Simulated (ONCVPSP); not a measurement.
Rb (Z = 37), ONCV: configuration errors across variants

Rb, optimised norm-conserving Vanderbilt (ONCV), made with ONCVPSP 4.0.1 (BLYP, scalar-relativistic). Core [Ar] 3d10, reference 4s2 4p6 5s1. Waves: 4s+5s: rc 2.10 bohr, ncon 4, nbas 7, qcut 6.8 1/bohr, 2 projectors; 4p: rc 2.10 bohr, ncon 4, nbas 8, qcut 6.1 1/bohr, 2 projectors, debl 3.6 Ha; d scattering state at 0.09 Ha: rc 1.80 bohr, ncon 4, nbas 7, qcut 4.7 1/bohr, 2 projectors, debl 2.7 Ha. Local part: polynomial inside 1.30 bohr (lpopt 5, dvloc0 2 Ha). Core correction: none.

All-electron excitation energies from the reference (eV): (1) 4s2 4p6 5s0 4.194; (2) 4s2 4p6 5s0.5 1.575; (3) 4s2 4p6 5s0 5p1 1.621; (4) 4s2 4p5 5s1 20.902.

Errors AE − PS in meV (a dash: test not solved or not reliable):

| change | (1) | (2) | (3) | (4) | bound ghosts | GHOST(+) flags above zero |
| --- | --- | --- | --- | --- | --- | --- |
| base | -0.1 | -0.1 | +0.4 | -5.3 | none | s |
| p: debl 0.65 | -0.1 | -0.1 | 0.0 | -5.4 | none | s |
| p: debl 1.35 | -0.1 | -0.1 | +0.1 | -5.5 | none | s |
| p: debl 1.75 | -0.1 | -0.1 | +0.1 | -5.5 | none | s |
| p: debl 4.55 | -0.1 | -0.1 | +0.7 | -4.9 | none | s |

Task: Give the same row for: p: debl 3.05.

Result: -0.1, -0.1, +0.3, -5.4; bound ghosts: none; GHOST(+) flags above zero: s.
